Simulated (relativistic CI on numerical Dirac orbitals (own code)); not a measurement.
**Magnetism of Ru6+, 4d2, in a crystal field**

Calculated by Dirac-Coulomb-Breit CI, KLI orbitals optimised for each configuration, a model potential for QED, valence Slater integrals scaled by 0.9, one configuration in a parametric crystal field (own radial code). With so little scaling, terms lie 10 to 35 % too far apart, which can change the order of excited levels.

Field parameters in Wybourne normalisation: D3d B²₀ = −7Dσ, B⁴₀ = −14Dq − 21Dτ, B⁴₃ = −14√(10/7) Dq. The field is a parameter set, without covalency.

S is read from ⟨S²⟩ = S(S + 1).

Powder χT (cm³ K mol⁻¹) by Van Vleck's formula, with temperature-independent terms:

```tsv
Field	2 K	5 K	10 K	20 K	50 K	100 K	200 K	300 K
D3d, 10Dq = 36200, Dσ = -1200, Dτ = -280 cm⁻¹	0.0133	0.0332	0.0665	0.133	0.324	0.498	0.593	0.625
D3d, 10Dq = 36200, Dσ = -980, Dτ = -280 cm⁻¹	0.0127	0.0316	0.0633	0.127	0.308	0.474	0.565	0.598
D3d, 10Dq = 36200, Dσ = -760, Dτ = -280 cm⁻¹	0.0119	0.0297	0.0595	0.119	0.29	0.446	0.533	0.566
D3d, 10Dq = 36200, Dσ = -550, Dτ = -280 cm⁻¹	0.0111	0.0276	0.0553	0.111	0.27	0.414	0.498	0.532
D3d, 10Dq = 36200, Dσ = -330, Dτ = -280 cm⁻¹	0.0101	0.0252	0.0505	0.101	0.246	0.377	0.456	0.49
D3d, 10Dq = 36200, Dσ = -110, Dτ = -280 cm⁻¹	0.00909	0.0227	0.0455	0.091	0.221	0.336	0.408	0.442
D3d, 10Dq = 36200, Dσ = 110, Dτ = -280 cm⁻¹	0.00813	0.0203	0.0407	0.0814	0.195	0.291	0.354	0.389
D3d, 10Dq = 36200, Dσ = 330, Dτ = -280 cm⁻¹	0.00734	0.0184	0.0367	0.0736	0.171	0.243	0.296	0.33
```

Task: For D3d, 10Dq = 36200, Dσ = -330, Dτ = -280 cm⁻¹: what effective moment follows at 300 K?

Result: μ_eff = √(8χT) = 1.98 μB. The ground level has S = 1.00; the spin-only moment for S = 1 is 2.83 μB. The difference comes from the orbital moment, spin-orbit mixing of terms and temperature-independent paramagnetism, all larger in this ionic model than in covalent complexes. The ground level is a non-magnetic singlet, so χT starts at zero and rises through temperature-independent paramagnetism and the filling of excited levels.
